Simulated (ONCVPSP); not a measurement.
Logarithmic derivatives: Sm (Z = 62), ONCV

- Element: samarium (Sm)
- Generator: ONCVPSP 4.0.1
- Type: optimised norm-conserving Vanderbilt (ONCV)
- Functional: LDA (Perdew-Wang 92)
- Relativity: fully relativistic
- Frozen core: [Kr] 4d10 4f6
- Valence charge: 10
- Reference configuration: 5s2 5p6 6s2
- Partial waves: 5s+6s: rc 2.00 bohr, ncon 4, nbas 7, qcut 6.8 1/bohr, 2 projectors; 5p: rc 2.30 bohr, ncon 4, nbas 8, qcut 5.1 1/bohr, 2 projectors, debl 3.6 Ha; d scattering state at 0.05 Ha: rc 2.40 bohr, ncon 4, nbas 9, qcut 4.1 1/bohr, 2 projectors, debl 0.4 Ha
- Local potential: polynomial inside 1.70 bohr (lpopt 5, dvloc0 0 Ha)
- Core correction: Teter function, fcfact 5.75, rcfact 1.2

Open shells are filled in proportion to 2j + 1.

The phase is arctan(r·R′/R) of the radial function R(r), unwrapped; energies in Ha, scanned from -3 to 5 Ha. A pole is an energy at which the radial function vanishes at the test radius. The pseudo phase is shifted by a multiple of π to meet the all-electron one at the reference energy, and phase errors are pseudo minus all-electron; the curves can meet again beyond the range given. Levels narrower than the energy grid can be missing from the lists of poles.

| channel | radius (bohr) | reference energy (Ha) | poles, all-electron | poles, pseudo | unbroken range about the reference energy with phases within 0.05 rad | phase error 1 Ha above the reference energy (rad) |
| --- | --- | --- | --- | --- | --- | --- |
| s | 2.03 | -0.14 | -1.07 | -1.07 | the whole range | -0.000 |
| p3/2 | 2.33 | -0.82 | -0.38, 4.46 | -0.38, 4.40 | the whole range | -0.001 |
| p1/2 | 2.33 | -0.95 | -0.60, 4.14 | -0.60, 4.10 | the whole range | -0.002 |
| d5/2 | 2.43 | 0.05 | 0.86 | 0.86 | below 2.5 | -0.000 |
| d3/2 | 2.43 | 0.05 | 0.81 | 0.81 | the whole range | -0.000 |

Phases in the s channel:

| E (Ha) | all-electron | pseudo |
| --- | --- | --- |
| -2.98 | 1.131 | 1.131 |
| -2.76 | 1.048 | 1.048 |
| -2.54 | 0.906 | 0.906 |
| -2.32 | 0.617 | 0.617 |
| -2.10 | -0.028 | -0.028 |
| -1.88 | -0.821 | -0.821 |
| -1.66 | -1.224 | -1.224 |
| -1.44 | -1.413 | -1.413 |
| -1.22 | -1.520 | -1.520 |
| -1.00 | -1.593 | -1.593 |
| -0.78 | -1.649 | -1.649 |
| -0.56 | -1.696 | -1.696 |
| -0.34 | -1.742 | -1.742 |
| -0.12 | -1.788 | -1.788 |
| 0.10 | -1.839 | -1.839 |
| 0.32 | -1.899 | -1.899 |
| 0.54 | -1.976 | -1.976 |
| 0.76 | -2.082 | -2.082 |
| 0.98 | -2.239 | -2.239 |
| 1.20 | -2.487 | -2.488 |
| 1.42 | -2.878 | -2.881 |
| 1.64 | -3.373 | -3.378 |
| 1.86 | -3.791 | -3.796 |
| 2.08 | -4.060 | -4.064 |
| 2.30 | -4.227 | -4.230 |
| 2.52 | -4.336 | -4.339 |
| 2.74 | -4.412 | -4.415 |
| 2.96 | -4.467 | -4.470 |
| 3.18 | -4.510 | -4.513 |
| 3.40 | -4.544 | -4.547 |
| 3.62 | -4.572 | -4.576 |
| 3.84 | -4.596 | -4.599 |
| 4.06 | -4.616 | -4.620 |
| 4.28 | -4.634 | -4.638 |
| 4.50 | -4.649 | -4.655 |
| 4.72 | -4.664 | -4.670 |
| 4.94 | -4.677 | -4.685 |
